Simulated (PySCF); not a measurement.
**Mayer bond orders and bond lengths**

Compound: C3H9AlO3.
SMILES with atom numbers: `[CH3:1][O:2][Al:3]([O:4][CH3:5])[O:6][CH3:7]` (hydrogens: H8, H9, H10 on C1; H11, H12, H13 on C5; H14, H15, H16 on C7)

Geometry (PBE0-D3(BJ)/def2-SVP, Å), atoms numbered from 1 in this order:
```xyz
16
C3H9AlO3 angstrom
C      2.2621   -0.7232    0.3805
O      1.2989    0.2774    0.3990
Al    -0.3849    0.3671    0.4356
O     -1.3006   -1.0492    0.4433
C     -2.6471   -1.3884    0.4689
O     -1.1577    1.8652    0.4664
C     -0.7977    3.2060    0.4893
H      2.9383   -0.6293    1.2493
H      2.8862   -0.6474   -0.5281
H      1.8288   -1.7402    0.4033
H     -2.9202   -1.9704   -0.4298
H     -3.3137   -0.5073    0.5110
H     -2.8731   -2.0197    1.3470
H     -1.1977    3.7019    1.3920
H      0.2973    3.3595    0.4822
H     -1.2139    3.7367   -0.3859
```

Bond orders from the PBE0/pcSseg-1 density (PySCF). One conformer (not necessarily the lowest) at the PBE0-D3(BJ)/def2-SVP geometry, without solvent, vibrations or thermal averaging.

Task: Where do the orders between heavy atoms depart from those drawn in the SMILES?

Result: The largest departure is 0.102, at Al3–O4 (drawn single, 0.898), Al3–O6 (drawn single, 0.898) and O2–Al3 (drawn single, 0.899).

Task: Give the Mayer order of every bond between heavy atoms, beside its length.

Result: 
```
  bond  drawn as  length (Å)  Mayer order
 C1–O2    single       1.389        0.910
O2–Al3    single       1.687        0.899
Al3–O4    single       1.687        0.898
 O4–C5    single       1.389        0.910
Al3–O6    single       1.686        0.898
 O6–C7    single       1.388        0.910
```

Task: And the bonds to hydrogen?

Result: C–H: 0.96 to 0.97 (9 bonds).

Task: Sum the orders of all bonds at each heavy atom with more than one neighbour and set the sums beside the valence in the SMILES.

Result: C1 3.808 (drawn 4), O2 1.809 (drawn 2), Al3 2.695 (drawn 3), O4 1.808 (drawn 2), C5 3.808 (drawn 4), O6 1.808 (drawn 2), C7 3.808 (drawn 4). Orders between atoms that aren't bonded are not in these sums.

For a closed shell the Mayer order of atoms A and B is Σ (PS)μν (PS)νμ over the basis functions μ on A and ν on B, with P the density and S the overlap matrix.

The run behind these numbers computed NMR shieldings as well. The run took 40 s on Arm Neoverse N1, one thread, on a shared host.
